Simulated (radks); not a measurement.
Problem. Radial electron density D(r) = 4 pi r^2 rho(r) of an atom or ion with 3 electrons. All-electron calculation, scalar-relativistic Kohn-Sham, LB94 model potential, spin-polarised, spherical densities, finite nucleus; Fermi nuclear charge, rms radius of each element as measured or else 0.836 A^(1/3) + 0.57 fm. Program: a radial shooting solver on a logarithmic mesh with Libxc functionals.

r (bohr)  D(r) (e/bohr)  spin D(r)
0.003179          2.332      0.134
0.0035            2.757      0.159
0.003852          3.252      0.187
0.00424           3.827      0.220
0.00463           4.434      0.254
0.005097          5.193      0.297
0.00561           6.065      0.347
0.006176          7.060      0.403
0.006798          8.189      0.466
0.007483          9.462      0.537
0.008237          10.89      0.615
0.009067          12.46      0.701
0.009981          14.20      0.794
0.01099           16.08      0.893
0.01209           18.10      0.997
0.01331           20.23       1.10
0.01465           22.43       1.21
0.01613           24.67       1.31
0.01775           26.88       1.40
0.01954           28.99       1.48
0.02151           30.91       1.53
0.02368           32.55       1.55
0.02607           33.82       1.54
0.02869           34.60       1.48
0.03158           34.81       1.38
0.03449           34.44       1.24
0.03796           33.40       1.04
0.04179           31.67      0.814
0.046             29.32      0.566
0.05063           26.44      0.326
0.05574           23.18      0.127
0.06135           19.73    0.00873
0.06753           16.32     0.0137
0.07434           13.17      0.181
0.08183           10.46      0.539
0.09007           8.338       1.10
0.09915           6.863       1.84
0.1091            6.008       2.71
0.1201            5.669       3.63
0.1322            5.674       4.50
0.1456            5.826       5.19
0.1602            5.931       5.62
0.1764            5.843       5.70
0.1942            5.483       5.43
0.2137            4.853       4.83
0.2352            4.021       4.01
0.2569            3.177       3.18
0.2828            2.281       2.28
0.3113            1.506       1.51
0.3426           0.9081      0.908
0.3771           0.4960      0.496
0.4151           0.2433      0.243
0.457            0.1061      0.106
0.503           0.04070     0.0407
0.5537          0.01357     0.0136
0.6095         0.003880    0.00388
0.6709        0.0009371   0.000937

What is the nuclear charge?

Solution. Z = 31. The innermost maximum, from 1s, lies near gamma/Z bohr with gamma = sqrt(1 - (Z/c)^2) = 0.974, here 0.0314 bohr (found: 0.0311), and its height grows with Z. The density is that of the gallium ion Ga28+ in [He] 2s1; the configuration itself is not fixed sharply by these data, and Z only to about a unit. D(r) has 2 maxima, at r = 0.0311, 0.163 bohr, and minima at 0.125 bohr, inside which lie 2.12 electrons.
